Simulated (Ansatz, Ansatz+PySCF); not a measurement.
```yaml
atoms:
  - { symbol: B, position_ang: [0.0000, 0.0000, 0.0000] }
  - { symbol: O, position_ang: [0.0000, 0.0000, 1.2650] }
  - { symbol: O, position_ang: [0.0000, 0.0000, -1.2650] }
```

Basis set: def2-SVP (spherical functions). Charge 0, multiplicity 2.

Computed with Ansatz (development build ahead of 0.2.0); each method stands on the lowest determinant of its kind that the runs found.

The atomization energy at this shape (free ground-state atoms in the same class of orbitals less the molecule, no zero-point energy) of doublet BO₂:

```
             method  atomization energy
PBE0 (unrestricted)            14.46 eV
                UHF             9.54 eV
```

Task: What does ROHF give?

Result: 9.47 eV. Caution for UHF: the unrestricted determinant is spin contaminated.
